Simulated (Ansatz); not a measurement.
Ansatz (a program for electronic structure) input (PBE/def2-TZVPD):

Ansatz 0.2 input:
```yaml
crystal:
  periodic: [false, false, false]
  atoms:
    - {symbol: Si, position_ang: [-0.04218715, 0.06609193, -0.86087772]}
    - {symbol: C, position_ang: [1.60194070, -0.36705146, -1.54952993]}
    - {symbol: C, position_ang: [-1.35712704, -1.13846760, -1.40606915]}
    - {symbol: C, position_ang: [-0.49462667, 1.83916391, -1.21973493]}
    - {symbol: Br, position_ang: [0.12730256, -0.12447334, 1.39983533]}
    - {symbol: H, position_ang: [1.88880689, -1.38808044, -1.77583181]}
    - {symbol: H, position_ang: [2.39584767, 0.36238908, -1.66629093]}
    - {symbol: H, position_ang: [-1.07585604, -2.16196938, -1.15398356]}
    - {symbol: H, position_ang: [-1.50131076, -1.07833560, -2.48776735]}
    - {symbol: H, position_ang: [-2.30858081, -0.91906394, -0.91926265]}
    - {symbol: H, position_ang: [-0.61254348, 1.98997781, -2.29575844]}
    - {symbol: H, position_ang: [0.27992236, 2.51861818, -0.86108177]}
    - {symbol: H, position_ang: [-1.43237738, 2.10587498, -0.72996803]}
basis:
  gaussian:
    orbitals: def2-TZVPD
hamiltonian:
  xc: {name: PBE}
magnetization: {spin_polarized: true, initial_magnetization: 1}
output: {forces: true}
```

Output:

```
Functional definition: PBE
integrals: 0.30 GiB planned
1625 factors; their error is unknown
0.39 GiB of the device are held for the grids
1.88 GiB of device memory are held for the factors and their scratch space
mean field: 2.11 GiB planned
mean field evaluation 1: about -81113.9877 eV, gradient 8.0e1 eV
mean field evaluation 2: about -80882.4870 eV, gradient 1.7e2 eV
mean field evaluation 4: about -81139.6799 eV, gradient 3.8e1 eV
mean field evaluation 8: about -81148.4679 eV, gradient 7.2e-1 eV
mean field evaluation 16: about -81148.4283 eV, gradient 1.5e-3 eV
mean field -81148.42830265 eV, -2982.1497357422 hartree, gradient 2.8e-5 eV, S^2 0.753479; 0 other end points of the search recorded, 0 dependent functions left out
the calculation of the forces begins
reference -81148.42836976 eV, -2982.1497382084 hartree; 38, 37 occupied and 245, 246 virtual orbitals, 1625 factors
Total energy: -81148.42836976 eV, -2982.1497382084 hartree
Atom 0 at    -0.042187     0.066092    -0.860878 Å, force    -0.011415     0.001704     0.025608 eV/Å
Atom 1 at     1.601941    -0.367051    -1.549530 Å, force    -0.150154     0.039304     0.066954 eV/Å
Atom 2 at    -1.357127    -1.138468    -1.406069 Å, force     0.076566     0.064872     0.032261 eV/Å
Atom 3 at    -0.494627     1.839164    -1.219735 Å, force     0.029133    -0.098885     0.022013 eV/Å
Atom 4 at     0.127303    -0.124473     1.399835 Å, force     0.024659    -0.013045     0.094317 eV/Å
Atom 5 at     1.888807    -1.388080    -1.775832 Å, force     0.084234    -0.287269    -0.067764 eV/Å
Atom 6 at     2.395848     0.362389    -1.666291 Å, force     0.226484     0.203825    -0.037032 eV/Å
Atom 7 at    -1.075856    -2.161969    -1.153984 Å, force     0.068132    -0.254131     0.060492 eV/Å
Atom 8 at    -1.501311    -1.078336    -2.487767 Å, force    -0.036391     0.013571    -0.262744 eV/Å
Atom 9 at    -2.308581    -0.919064    -0.919263 Å, force    -0.238691     0.053321     0.119556 eV/Å
Atom 10 at    -0.612543     1.989978    -2.295758 Å, force    -0.029248     0.038229    -0.261201 eV/Å
Atom 11 at     0.279922     2.518618    -0.861082 Å, force     0.190944     0.169856     0.087024 eV/Å
Atom 12 at    -1.432377     2.105875    -0.729968 Å, force    -0.234252     0.068648     0.120515 eV/Å
Dipole moment:    -0.051484     0.044308    -0.469742 e Å
```

It need not be the lowest isomer of its formula.
